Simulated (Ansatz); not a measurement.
Compare A (`F[SiH2]C1CO1`) with its isomer B (`C=C(F)[SiH2]O`).

Isolated molecules relaxed with PBE0-D4/def2-TZVP in Ansatz; ΔE leaves out vibrations. CCSD(T)/CBS adds triple-zeta CCSD(T) − MP2 to the extrapolated MP2 energy (def2 sets, frozen cores). Functionals use def2-TZVPP. B3LYP here is the variant with VWN-RPA as its local correlation; programs differ in this. One conformer a species, not always the lowest.

A:

```xyz
10

F    -2.5157    0.2404    0.0052
Si   -1.1559   -0.0164    0.8121
C     0.2935    0.5908   -0.1894
C     1.1473   -0.3677   -0.9011
O     1.5431    0.1255    0.3573
H    -1.2563    0.7120    2.0986
H    -0.9963   -1.4739    1.0282
H     0.3284    1.6220   -0.5397
H     1.7370   -0.0124   -1.7424
H     0.8750   -1.4204   -0.9287
```

B:

Z-matrix (Å, degrees):
```
Si
O 1 1.644
C 1 1.878 2 109.9
H 1 1.480 2 106.7 3 -119.4
H 1 1.487 2 112.2 3 119.7
H 2 0.958 1 117.7 3 -75.1
F 3 1.355 1 113.9 2 172.9
C 3 1.323 1 126.7 2 -6.8
H 8 1.082 3 119.1 1 -1.2
H 8 1.084 3 122.0 1 179.6
```

Which is lower in electronic energy at CCSD(T)/CBS, and by how much? (An estimate is asked.)

Computed: B, by 4.1 kcal/mol.

Give E(B) − E(A) in kcal/mol with ωB97M-V, B2PLYP, B3LYP-D4, r2SCAN-D4, CCSD(T)/def2-TZVPP, B3LYP, CCSD/def2-TZVPP. (Best estimate.)

The calculation gave: ωB97M-V -4.1, B2PLYP -4.7, B3LYP-D4 -6.2, r2SCAN-D4 -3.5, CCSD(T)/def2-TZVPP -3.8, B3LYP -6.0, CCSD/def2-TZVPP -3.8. None reverses the order clearly.

Largest T1 diagnostic: 0.012.

In def2-TZVPP, CCSD(T) changes the Hartree–Fock value by +3.1 kcal/mol (the triples alone add −0.0 kcal/mol) and MP2 by +5.5 kcal/mol.
